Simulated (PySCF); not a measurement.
How methods differ on the excitation energy of Cr²⁺

Cr²⁺ [Ar] 3d4 (5D) → Cr²⁺ [Ar] 3d3 4p1 (high-spin determinant), as a difference of total energies. All numbers are calculated (PySCF 2.14, scalar relativity by spin-free X2C-1e, in x2c-QZVPPall). Correlated levels: valence: [Ar] frozen. The calculations carry no spin-orbit coupling.

| method | excitation energy (cm⁻¹) |
| --- | --- |
| UHF | 89092 |
| MP2 (valence) | 93013 |
| SCS-MP2 (valence) | 90399 |
| CCSD (valence) | 92893 |
| CCSD(T) (valence) | 92843 |

The basis was made for the ground configuration and has no added diffuse functions, so the excitation energy can come out too high.

The determinant of the upper state mixes LS terms, which raises its energy above the lowest term, most at the Hartree-Fock and MP2 levels.
